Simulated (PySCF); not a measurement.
Geometries of 2 isomers of C2H9GeOP, from PySCF, PBE0-D3(BJ)/def2-SVP geometry optimisation, gas phase. One conformer each, no zero-point energy, no frequencies.

Question: Which is lower in electronic energy at this level?
A.
```xyz
14
angstrom
C     -2.236   -0.371   -0.212
O     -0.958   -0.933   -0.188
Ge     0.302   -0.263    0.890
C      0.884    1.463    0.196
P      1.930   -1.910    0.852
H     -2.239    0.681   -0.562
H     -2.863   -0.950   -0.909
H     -2.731   -0.394    0.779
H     -0.306   -0.118    2.307
H      1.685    1.878    0.825
H      0.047    2.178    0.182
H      1.263    1.341   -0.828
H      2.312   -1.577   -0.485
H      2.910   -1.038    1.426
```
B.
```xyz
14
angstrom
C     -2.307    0.890    0.066
C     -1.266   -0.205    0.117
O     -0.014    0.341   -0.214
Ge     1.456   -0.667   -0.167
P      3.120    0.794   -0.831
H     -3.306    0.496    0.304
H     -2.061    1.685    0.785
H     -2.336    1.339   -0.939
H     -1.540   -1.018   -0.586
H     -1.247   -0.657    1.130
H      1.702   -1.144    1.283
H      1.245   -1.888   -1.092
H      2.828    0.628   -2.220
H      4.107   -0.243   -0.836
```

Answer: A. That is `C[O][Ge@H]([CH3])[PH2]`, 3.9 kcal/mol below the other.

```
                SMILES               atoms numbered as above       E (Eh)  relative (kcal/mol)  relative (kJ/mol)  dipole (D)
C[O][Ge@H]([CH3])[PH2]  [CH3:1][O:2][Ge@H:3]([CH3:4])[PH2:5]  -2574.17675                  0.0                0.0        2.31
      CC[O][GeH2][PH2]    [CH3:1][CH2:2][O:3][GeH2:4][PH2:5]  -2574.17057                  3.9               16.2        1.64
```
